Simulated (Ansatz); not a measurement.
Steps of a relaxation of `[SH][Ga]([SH])[Br]` with RKS PBE0-D4/def2-TZVP.

```sh
$ ansatz run in.yaml --threads 4 --pin off --events-out ev --progress --plain --max-ram 10444MiB
```

```yaml
crystal:
  periodic: [false, false, false]
  atoms:
    - {symbol: S, position_ang: [-1.257206, 1.218929, -0.940781]}
    - {symbol: Ga, position_ang: [-0.257700, -0.622579, -0.229544]}
    - {symbol: S, position_ang: [1.496112, -0.716948, 1.116209]}
    - {symbol: Br, position_ang: [-1.120123, -2.622807, -0.956279]}
    - {symbol: H, position_ang: [-0.390248, 2.040908, -0.282929]}
    - {symbol: H, position_ang: [1.571265, 0.638496, 1.247224]}
basis:
  gaussian: {orbitals: def2-TZVP}
hamiltonian: {xc: pbe0, dispersion: d4}
relax: {f_tol: 0.005, max_steps: 150}
```

Positions (Å) and forces (eV/Å) along the path, 5 of 5 steps:

```xyz
6
step=1 energy=-144109.9129 eV
S    -1.257    1.219   -0.941    0.480    0.005    0.353
Ga   -0.258   -0.623   -0.230    0.012    0.026    0.009
S     1.496   -0.717    1.116   -0.255    0.511   -0.166
Br   -1.120   -2.623   -0.956    0.105    0.245    0.089
H    -0.390    2.041   -0.283   -0.317   -0.296   -0.236
H     1.571    0.638    1.247   -0.024   -0.491   -0.049
6
step=2 energy=-144109.9329 eV
S    -1.243    1.207   -0.933    0.153    0.067    0.113
Ga   -0.256   -0.619   -0.228    0.020    0.045    0.016
S     1.481   -0.710    1.107   -0.039    0.198   -0.017
Br   -1.111   -2.601   -0.948   -0.003   -0.007   -0.002
H    -0.389    2.025   -0.278   -0.126   -0.112   -0.092
H     1.560    0.633    1.235   -0.006   -0.191   -0.018
6
step=3 energy=-144109.9345 eV
S    -1.238    1.206   -0.933   -0.013    0.001   -0.012
Ga   -0.255   -0.618   -0.228    0.006    0.015    0.005
S     1.477   -0.706    1.107    0.007   -0.016    0.007
Br   -1.111   -2.600   -0.948    0.001    0.003    0.001
H    -0.397    2.025   -0.279    0.005   -0.006    0.007
H     1.566    0.628    1.235   -0.007    0.004   -0.008
6
step=4 energy=-144109.9346 eV
S    -1.239    1.206   -0.935   -0.009    0.001   -0.009
Ga   -0.254   -0.616   -0.227    0.004    0.009    0.003
S     1.477   -0.708    1.108    0.006   -0.011    0.006
Br   -1.110   -2.598   -0.947    0.001    0.001    0.001
H    -0.400    2.026   -0.280    0.004   -0.005    0.006
H     1.569    0.626    1.236   -0.005    0.004   -0.007
6
step=5 energy=-144109.9346 eV
S    -1.236    1.207   -0.938    0.002   -0.004    0.001
Ga   -0.254   -0.616   -0.227    0.002    0.004    0.002
S     1.474   -0.708    1.112   -0.004    0.000   -0.003
Br   -1.110   -2.598   -0.947   -0.002   -0.005   -0.002
H    -0.401    2.023   -0.273    0.000    0.003    0.001
H     1.568    0.628    1.227    0.002    0.002    0.001
```

Hardware: 4 threads of an INTEL XEON PLATINUM 8581C on a shared host. Wall time 15 s, peak host memory 0.69 GiB.
